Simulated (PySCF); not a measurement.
## Worked example: oscillator strength and radiative lifetime

Sn(Cl)2(OH)2 (Cl2H2O2Sn), SMILES [Cl][Sn]([Cl])([OH])[OH].

Geometry optimised at B3LYP-D3(BJ)/def2-SVP. The geometry has at least one imaginary mode, so it is a saddle point at that level. The structure was generated by enumeration; whether it is a known compound was not checked. The def2 effective core potentials stand for the cores of Sn; spin–orbit coupling is left out. One conformer was computed; it need not be the lowest.

TDDFT-PBE/def2-SVPD (PySCF) puts the first singlet state with f over 0.02 at 4.58 eV (vertical), with the transition dipole (0.455, 0.113, 0.202) in atomic units.

Question: Find the oscillator strength, the wavelength and the radiative lifetime that this transition would have in vacuum if emission retraced absorption.

Answer: 
|μ|² = 0.2606 au, so |μ| = 1.30 D. ΔE = 4.58/27.211 = 0.1683 hartree. f = (2/3) ΔE |μ|² = 0.029 (the program prints 0.029).
λ = 1239.84/4.58 = 271 nm; ν = 36940 cm⁻¹.
Einstein's coefficient A = 0.6670 ν² f s⁻¹ (ν in cm⁻¹) = 2.7e7 s⁻¹, so τ = 1/A = 38 ns. This state is S4; the lower singlets have f = 0.000, 0.001, 0.001. The figure is the radiative limit of this one transition; relaxation, internal conversion, crossing to triplets and a medium change what is measured.
